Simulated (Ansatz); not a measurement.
Reaction R1 + R2 → P1 + P2, each structure at its B3LYP-D3(BJ)/def2-TZVP stationary point, reached from a drawn start (curvature not checked).
R1: Cl2H2Si (SMILES Cl[SiH2]Cl), charge 0, multiplicity 1.
R2: NH3 (SMILES N), charge 0, multiplicity 1.
P1: ClH4NSi (SMILES N[SiH2]Cl), charge 0, multiplicity 1.
P2: HCl (SMILES Cl), charge 0, multiplicity 1.

P less R. No zero-point or thermal terms.

Correlated levels freeze the cores.

Programs: Ansatz (a program for electronic structure). No computed number here is a measurement.

Total energies in hartree:

```
structure  PBE/def2-TZVPP  PBE0/def2-TZVPP  CCSD(T)/cc-pV(Q+d)Z
---------  --------------  ---------------  -------------------
R1           -1210.698432     -1210.804114         -1209.888433
R2             -56.510610       -56.515727           -56.492970
P1            -806.567765      -806.640772          -806.005667
P2            -460.627412      -460.665459          -460.363836
```

Question: Work out the reaction energy at each level in kcal/mol (1 hartree = 627.50947 kcal/mol), and say how far PBE/def2-TZVPP lies from CCSD(T)/cc-pV(Q+d)Z.

Answer: 
- PBE/def2-TZVPP: (-806.567765) + (-460.627412) − (-1210.698432) − (-56.510610) = 0.013865 hartree = 8.70 kcal/mol
- PBE0/def2-TZVPP: (-806.640772) + (-460.665459) − (-1210.804114) − (-56.515727) = 0.013610 hartree = 8.54 kcal/mol
- CCSD(T)/cc-pV(Q+d)Z: (-806.005667) + (-460.363836) − (-1209.888433) − (-56.492970) = 0.011900 hartree = 7.47 kcal/mol
PBE/def2-TZVPP less CCSD(T)/cc-pV(Q+d)Z: 1.23 kcal/mol. CCSD(T)/cc-pV(Q+d)Z is the level counted from, the highest shown, and no exact or measured value.
